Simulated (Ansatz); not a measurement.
Molecule: sum formula BN2H3Cl, net charge 0, doublet state. It need not be the lowest isomer of its formula. SMILES: [NH]B(N)Cl
Coordinates optimised at B3LYP-D3(BJ)/def2-TZVP (Ansatz, an electronic-structure program):
```xyz
7

B      0.0466    -0.3602     0.3206
Cl    -0.0317     0.9826    -0.8726
N      1.3477    -0.7143     0.8095
N     -1.1355    -0.9308     0.7883
H      2.0028    -1.0704     0.1146
H     -2.0415    -0.6619     0.4460
H     -1.1416    -1.6556     1.4858
```
Charge 0, spin multiplicity 2.

Parts of the frozen-core correlation energy in cc-pVTZ (Ansatz, hartree). Frozen orbitals: 8; correlated occupied orbitals by spin: 12 and 11; virtual: 146 and 147. Open shells are spin-unrestricted. No spin-orbit coupling. No relativistic terms.

```tsv
term	value
reference (HF)	-594.98254
MP2 opposite-spin	___
MP2 same-spin	___
CCSD correlation	___
(T)	-0.02820
T1 diagnostic	0.013
largest doubles amplitude	0.024
<S^2> of the reference	0.759
```

Task: What belongs in the gaps?

Result: 
- MP2 opposite-spin, value: -0.50080
- MP2 same-spin, value: -0.16379
- CCSD correlation, value: -0.70290
